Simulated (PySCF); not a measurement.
1H shifts, computed and measured

Computed: GIAO KT3/pcSseg-1, gas phase, PySCF SCF with an in-house response code, geometries GFN2-xTB, one conformer, no vibrational averaging, against isolated TMS at the same level. Measured: against TMS, in the medium listed. The two scales can differ by a constant.

```
                                                                                           compound (atom-mapped SMILES)            atom  computed / ppm  measured / ppm                                          medium
                             [cH:1]1[cH:2][cH:3][c:4]2[cH:5][c:6]3[cH:7][cH:8][cH:9][cH:10][c:11]3[cH:12][c:13]2[cH:14]1  H on 3/7/10/14            8.03            8.01                                           CDCl3
                      [CH3:1][c:2]1[cH:3][cH:4][c:5]([S:6](=[O:7])(=[O:8])[O:9][CH:10]([CH3:11])[CH3:12])[cH:13][cH:14]1         H on 10            4.15             4.7  not stated per compound (mostly CDCl3 or CCl4)
                               [CH3:1][CH2:2][O:3][S:4](=[O:5])(=[O:6])[c:7]1[cH:8][cH:9][c:10]([CH3:11])[cH:12][cH:13]1          H on 2            3.57            4.07  not stated per compound (mostly CDCl3 or CCl4)
[CH3:1][c:2]1[cH:3][c:4]([C:5]([CH3:6])([CH3:7])[CH3:8])[c:9]([OH:10])[c:11]([C:12]([CH3:13])([CH3:14])[CH3:15])[cH:16]1       H on 3/16            6.95            6.92                                          THF-d8
                               [CH3:1][C:2]([CH3:3])([CH3:4])[O:5][C:6](=[O:7])[c:8]1[cH:9][cH:10][cH:11][cH:12][cH:13]1      H on 1/3/4            1.73            1.58  not stated per compound (mostly CDCl3 or CCl4)
```

Question: Give computed and measured shifts for these two.

```csv
compound (atom-mapped SMILES),atom
[CH3:1][CH2:2][CH2:3][CH2:4][O:5][S:6](=[O:7])(=[O:8])[c:9]1[cH:10][cH:11][c:12]([CH3:13])[cH:14][cH:15]1,H on 4
[CH2:1]1[CH2:2][O:3][CH2:4][CH2:5][O:6][CH2:7][CH2:8][O:9][CH2:10][CH2:11][O:12][CH2:13][CH2:14][O:15][CH2:16][CH2:17][O:18]1,H on 1/2/4/5/7/8/…
```

Answer: 
```
                                                                                                compound (atom-mapped SMILES)                atom  computed / ppm  measured / ppm                                          medium
                    [CH3:1][CH2:2][CH2:3][CH2:4][O:5][S:6](=[O:7])(=[O:8])[c:9]1[cH:10][cH:11][c:12]([CH3:13])[cH:14][cH:15]1              H on 4            4.52            4.03  not stated per compound (mostly CDCl3 or CCl4)
[CH2:1]1[CH2:2][O:3][CH2:4][CH2:5][O:6][CH2:7][CH2:8][O:9][CH2:10][CH2:11][O:12][CH2:13][CH2:14][O:15][CH2:16][CH2:17][O:18]1  H on 1/2/4/5/7/8/…            3.86            3.57                                          THF-d8
```

Question: How well does this level do over the whole set?

Answer: Computed less measured averages -0.01 ppm, and the scatter about that mean is 0.36 ppm (rms) over 7 compounds.

Measured values: Fulmer et al., Organometallics 2010, 29, 2176; Pretsch, Buehlmann, Badertscher, Structure Determination of Organic Compounds, 4th ed.; Stadelmann, Balmer, Riniker, Ebert, PCCP 2022.
